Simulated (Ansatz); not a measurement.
Ansatz (an electronic-structure program) input (B3LYP-D3(BJ)/def2-TZVP):

Ansatz 0.2 input:
```yaml
crystal:
  periodic: [false, false, false]
  atoms:
    - {symbol: C, position_ang: [-1.48678602, 0.34854850, -0.08664785]}
    - {symbol: C, position_ang: [-0.81091173, -0.91892461, -0.07676727]}
    - {symbol: C, position_ang: [0.47865051, -1.07157037, -0.00244954]}
    - {symbol: C, position_ang: [1.23556356, 0.23677402, 0.07562171]}
    - {symbol: S, position_ang: [-0.03888640, 1.56169072, 0.03507897]}
    - {symbol: H, position_ang: [-2.02368213, 0.56105805, -1.01033352]}
    - {symbol: H, position_ang: [-2.13552081, 0.51645939, 0.77213262]}
    - {symbol: H, position_ang: [1.02670708, -1.99585733, 0.00839853]}
    - {symbol: H, position_ang: [1.80033400, 0.32303169, 1.00467318]}
    - {symbol: H, position_ang: [1.90534857, 0.36882717, -0.77501472]}
basis:
  gaussian:
    orbitals: def2-TZVP
hamiltonian:
  xc: b3lyp
  dispersion: d3bj
magnetization: {spin_polarized: true, initial_magnetization: 1}
relax: {f_tol: 0.002, max_steps: 150}
```

End of the output:

```
reference -15064.44613686 eV, -553.6081844814 hartree; 23, 22 occupied and 168, 169 virtual orbitals, 1211 factors
relax step   6: F+E_penalty+E_count = -15064.88909854 eV  Δ(F+E_penalty+E_count) = -6.797e-6 eV  max|allowed force component| = 5.819e-3 eV/Å  Δτ_max = 0.0004 Å  (40 SCF iters, accepted)
these checks for a lower state are left out or cut short: starts, cluster_reference, orbital_swaps, neighbouring_geometries, increment
integrals: 0.11 GiB planned
1211 factors; their error is unknown
mean field: 1.31 GiB planned
mean field evaluation 64: about -15064.4459 eV, gradient 5.1e-3 eV
mean field -15064.44588052 eV, -553.6081750609 hartree, gradient 1.4e-5 eV, S^2 0.759708; 0 other end points of the search recorded, 0 dependent functions left out
the calculation of the forces begins
reference -15064.44613720 eV, -553.6081844937 hartree; 23, 22 occupied and 168, 169 virtual orbitals, 1211 factors
relax step   7: F+E_penalty+E_count = -15064.88909895 eV  Δ(F+E_penalty+E_count) = -4.074e-7 eV  max|allowed force component| = 4.329e-4 eV/Å  Δτ_max = 0.0001 Å  (40 SCF iters, accepted)
integrals: 0.11 GiB planned
1211 factors; their error is unknown
mean field: 1.31 GiB planned
mean field evaluation 96: about -15064.4459 eV, gradient 3.0e-5 eV
mean field -15064.44588052 eV, -553.6081750609 hartree, gradient 1.4e-5 eV, S^2 0.759708; 1 other end points of the search recorded, 0 dependent functions left out
the calculation of the forces begins
reference -15064.44613720 eV, -553.6081844937 hartree; 23, 22 occupied and 168, 169 virtual orbitals, 1211 factors
Total energy: -15064.88935563 eV, -553.6244724706 hartree
Atom 0 at    -1.489425     0.371699    -0.086262 Å, force     0.000270    -0.000071     0.000079 eV/Å
Atom 1 at    -0.807212    -0.925165    -0.077320 Å, force    -0.000433     0.000007    -0.000171 eV/Å
Atom 2 at     0.492997    -1.071180    -0.001971 Å, force     0.000051     0.000290     0.000002 eV/Å
Atom 3 at     1.241038     0.239330     0.076397 Å, force     0.000098     0.000037     0.000014 eV/Å
Atom 4 at    -0.049972     1.562089     0.031353 Å, force     0.000035     0.000083    -0.000045 eV/Å
Atom 5 at    -2.044009     0.559809    -1.005799 Å, force    -0.000049    -0.000101     0.000025 eV/Å
Atom 6 at    -2.152000     0.515230     0.767483 Å, force    -0.000088     0.000001     0.000040 eV/Å
Atom 7 at     1.023539    -2.014364     0.006557 Å, force     0.000111    -0.000236     0.000029 eV/Å
Atom 8 at     1.814288     0.324062     1.001113 Å, force    -0.000009    -0.000010     0.000047 eV/Å
Atom 9 at     1.921573     0.368527    -0.766859 Å, force     0.000013    -0.000000    -0.000020 eV/Å
Dipole moment:     0.077575    -0.179219     0.000144 e Å
```

It need not be the lowest isomer of its formula.
